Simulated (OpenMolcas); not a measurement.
## Multiconfigurational calculation on neutral iron

Input:

```
&GATEWAY
Coord
1

Fe 0.0 0.0 0.0
Basis=ANO-RCC-VDZP
Group=XYZ
NoMove
AngMom=0.0 0.0 0.0
AMFI
&SEWARD
* reference wave functions (RASSCF and RASSI steps not shown): 8 electrons in 9 orbitals (RAS2 3d 4s; RAS3 4p, at most 2 electrons)
>>> COPY JOB001 $Project.JobIph
&CASPT2
Multistate=15 1 2 3 4 5 6 7 8 9 10 11 12 13 14 15
Frozen=2 3
IPEA=0.25
Imaginary=0.1
MaxIter=60
WThr=0.0 0.3 0.05
PrWF=0.5
NoMix
>>> COPY JOB002 $Project.JobIph
&CASPT2
Multistate=68 1 2 3 4 5 6 7 8 9 10 11 12 13 14 15 16 17 18 19 20 21 22
23 24 25 26 27 28 29 30 31 32 33 34 35 36 37 38 39 40 41 42 43 44 45 46
47 48 49 50 51 52 53 54 55 56 57 58 59 60 61 62 63 64 65 66 67 68
Frozen=2 3
IPEA=0.25
Imaginary=0.1
MaxIter=60
WThr=0.0 0.3 0.05
PrWF=0.5
NoMix
>>> COPY JOB003 $Project.JobIph
&CASPT2
Multistate=32 1 2 3 4 5 6 7 8 9 10 11 12 13 14 15 16 17 18 19 20 21 22
23 24 25 26 27 28 29 30 31 32
Frozen=2 3
IPEA=0.25
Imaginary=0.1
MaxIter=60
WThr=0.0 0.3 0.05
PrWF=0.5
NoMix
...
```

Launched by
```bash
OMP_NUM_THREADS=1 MOLCAS_MEM=1689 MOLCAS_PROJECT=a pymolcas a.inp > a.log  # once for each step of the input, in one work folder
```

Output, cut to the results:

```
--- CASPT2 ---
Orbital specifications:
      -----------------------

      Symmetry species                           1   2
                                                ag  au
      Frozen orbitals                            2   3
      Inactive orbitals                          1   3
      Active orbitals                            6   3
      Secondary orbitals                         6  10
      Deleted orbitals                           0   0
      Number of basis functions                 15  19
Type of calculation                        MS-CASPT2
      Fock operator                              state-specific
      IPEA shift                                 0.25
      Real shift                                 0.00
      Imaginary shift                            0.10
      The input orbitals will be transformed to quasi-canonical
Reference energy:       -1271.3061648682
      E2 (Non-variational):      -0.4582011597
      Shift correction:          -0.0007167291
      E2 (Variational):          -0.4589178888
      Total energy:           -1271.7650827571
      Residual norm:              0.0000007812
      Reference weight:           0.88983
      Contributions to the CASPT2 correlation energy
      Active & Virtual Only:         -0.2094651783
      One Inactive Excited:          -0.1739449272
      Two Inactive Excited:          -0.0747910542
Reference energy:       -1271.3061648682
      E2 (Non-variational):      -0.4582060455
      Shift correction:          -0.0007207594
      E2 (Variational):          -0.4589268049
      Total energy:           -1271.7650916732
      Residual norm:              0.0000008044
      Reference weight:           0.88975
      Contributions to the CASPT2 correlation energy
      Active & Virtual Only:         -0.2094836302
      One Inactive Excited:          -0.1739313019
      Two Inactive Excited:          -0.0747911134
::    CASPT2 Root  1     Total energy:  -1271.76508276
::    CASPT2 Root  2     Total energy:  -1271.76509167
::    CASPT2 Root  3     Total energy:  -1271.76509777
::    CASPT2 Root  4     Total energy:  -1271.76507931
::    CASPT2 Root  5     Total energy:  -1271.76507844
::    CASPT2 Root  6     Total energy:  -1271.69153319
::    CASPT2 Root  7     Total energy:  -1271.69274660
::    CASPT2 Root  8     Total energy:  -1271.69340483
::    CASPT2 Root  9     Total energy:  -1271.69401630
::    CASPT2 Root 10     Total energy:  -1271.69230128
::    CASPT2 Root 11     Total energy:  -1271.69379761
::    CASPT2 Root 12     Total energy:  -1271.69231302
::    CASPT2 Root 13     Total energy:  -1271.63615812
::    CASPT2 Root 14     Total energy:  -1271.63617821
::    CASPT2 Root 15     Total energy:  -1271.63617398
::    MS-CASPT2 Root  1     Total energy:  -1271.76510290
::    MS-CASPT2 Root  2     Total energy:  -1271.76509272
::    MS-CASPT2 Root  3     Total energy:  -1271.76508659
::    MS-CASPT2 Root  4     Total energy:  -1271.76508024
::    MS-CASPT2 Root  5     Total energy:  -1271.76506968
::    MS-CASPT2 Root  6     Total energy:  -1271.69564723
::    MS-CASPT2 Root  7     Total energy:  -1271.69556608
::    MS-CASPT2 Root  8     Total energy:  -1271.69415948
::    MS-CASPT2 Root  9     Total energy:  -1271.69274950
::    MS-CASPT2 Root 10     Total energy:  -1271.69210261
::    MS-CASPT2 Root 11     Total energy:  -1271.69074755
::    MS-CASPT2 Root 12     Total energy:  -1271.68941317
::    MS-CASPT2 Root 13     Total energy:  -1271.63611774
::    MS-CASPT2 Root 14     Total energy:  -1271.63607431
::    MS-CASPT2 Root 15     Total energy:  -1271.63604328
--- CASPT2 ---
Orbital specifications:
      -----------------------

      Symmetry species                           1   2
                                                ag  au
      Frozen orbitals                            2   3
      Inactive orbitals                          1   3
      Active orbitals                            6   3
      Secondary orbitals                         6  10
      Deleted orbitals                           0   0
      Number of basis functions                 15  19
Type of calculation                        MS-CASPT2
      Fock operator                              state-specific
      IPEA shift                                 0.25
      Real shift                                 0.00
      Imaginary shift                            0.10
      The input orbitals will be transformed to quasi-canonical
Reference energy:       -1271.2176145694
      E2 (Non-variational):      -0.4515048963
      Shift correction:          -0.0012162982
      E2 (Variational):          -0.4527211944
      Total energy:           -1271.6703357639
      Residual norm:              0.0000006734
      Reference weight:           0.89492
      Contributions to the CASPT2 correlation energy
      Active & Virtual Only:         -0.2046987742
      One Inactive Excited:          -0.1793100812
      Two Inactive Excited:          -0.0674960408
Reference energy:       -1271.2176145694
      E2 (Non-variational):      -0.4537249859
      Shift correction:          -0.0011717153
      E2 (Variational):          -0.4548967013
      Total energy:           -1271.6725112707
      Residual norm:              0.0000006095
      Reference weight:           0.89470
      Contributions to the CASPT2 correlation energy
      Active & Virtual Only:         -0.2061728262
      One Inactive Excited:          -0.1798778312
      Two Inactive Excited:          -0.0676743286
::    CASPT2 Root  1     Total energy:  -1271.67033576
::    CASPT2 Root  2     Total energy:  -1271.67251127
::    CASPT2 Root  3     Total energy:  -1271.67294145
::    CASPT2 Root  4     Total energy:  -1271.67296197
::    CASPT2 Root  5     Total energy:  -1271.67104478
::    CASPT2 Root  6     Total energy:  -1271.67301607
::    CASPT2 Root  7     Total energy:  -1271.67069212
::    CASPT2 Root  8     Total energy:  -1271.66841418
::    CASPT2 Root  9     Total energy:  -1271.66862436
...
```

Levels above the lowest, from the spin-orbit matrix with the single-state CASPT2 energies, averaged by term, on its diagonal:

| Configuration | Term | J | E (cm-1) | Measured (cm-1) | g | Term weight % |
| --- | --- | --- | --- | --- | --- | --- |
| 3d6 4s2 | 5D | 4 | 0.0 | 0.0 | 1.501 | 100 |
| 3d6 4s2 | 5D | 3 | 388 | 416 | 1.501 | 100 |
| 3d6 4s2 | 5D | 2 | 664 | 704 | 1.501 | 100 |
| 3d6 4s2 | 5D | 1 | 843 | 888 | 1.501 | 100 |
| 3d6 4s2 | 5D | 0 | 931 | 978 |  | 100 |
| 3d7 4s | 5F | 5 | 15670 | 6928 | 1.401 | 100 |
| 3d7 4s | 5F | 4 | 16140 | 7377 | 1.350 | 100 |
| 3d7 4s | 5F | 3 | 16520 | 7728 | 1.250 | 100 |
| 3d7 4s | 5F | 2 | 16800 | 7986 | 1.000 | 100 |
| 3d7 4s | 5F | 1 | 17000 | 8155 | -0.002 | 100 |
| 3d6 4s2 | 3P | 2 | 20050 | 18378 | 1.501 | 100 |
| 3d7 4s | 3F | 4 | 20380 |  | 1.250 | 99 |
| 3d7 4s | 3F | 3 | 20990 |  | 1.084 | 100 |
| 3d6 4s2 | 3P | 1 | 21190 | 19552 | 1.500 | 100 |
| 3d6 4s2 | 3H | 6 | 21400 | 19390 | 1.167 | 100 |
| 3d7 4s | 3F | 2 | 21430 |  | 0.666 | 100 |
| 3d6 4s2 | 3H | 5 | 21600 | 19621 | 1.035 | 99 |
| 3d6 4s2 | 3P | 0 | 21680 | 20038 |  | 99 |
| 3d6 4s2 | 3H | 4 | 21750 | 19788 | 0.804 | 98 |
| 3d6 4s2 | 3F | 4 | 23230 | 20641 | 1.244 | 97 |
| 3d6 4s2 | 3F | 3 | 23460 | 20874 | 1.079 | 98 |
| 3d6 4s2 | 3F | 2 | 23670 | 21039 | 0.666 | 100 |
| 3d6 4s 4p | 7D* | 5 | 26160 | 19351 | 1.601 | 100 |
| 3d6 4s2 | 3G | 5 | 26300 | 23784 | 1.199 | 99 |

Against the 20 measured excited levels shown (NIST Handbook of Basic Atomic Spectroscopic Data) the mean absolute deviation is 3600 cm-1; the largest miss in energy is 3d7 4s 5F1: computed 17000, measured 8155 cm-1 (+108.4 %).

CASPT2 breaks the degeneracy within a term, and the mean is taken; among the terms shown or strongly mixed into the levels shown the widest spread is 590 cm-1 (3d7 4s 3F). Some high roots are left out of the spin-orbit mixing, which shifts the levels that they would mix with. Terms from blocks run as CI alone lack orbitals of their own. A single d shell beside an s shell can misplace configurations of different d count against each other. The CASPT2 spread within a term exceeds the gap to the next term for 3d6 4s2 3P and 3d7 4s 3F, 3d6 4s2 3G and 3d6 4s 4p 7D*, so the order of their levels is uncertain, and so are names and mixing where such terms share a J. Computed and measured levels are paired by configuration, term and J; levels that our copy of the source lacks, or whose pairing is in doubt (as where it misses far off the trend of its configuration), stay unpaired and out of the deviations. Levels of configurations outside the active space are missing. The first state left out of the spin-orbit step lies near 38000 cm-1 above the lowest spin-free state of the reference (among the parities and spins computed), and the list stops at four fifths of that energy or lower. The table shows the lowest 24 of 35 levels.

The term weight is that of the spin-free term in the level, not the purity of its configuration. * marks odd parity.
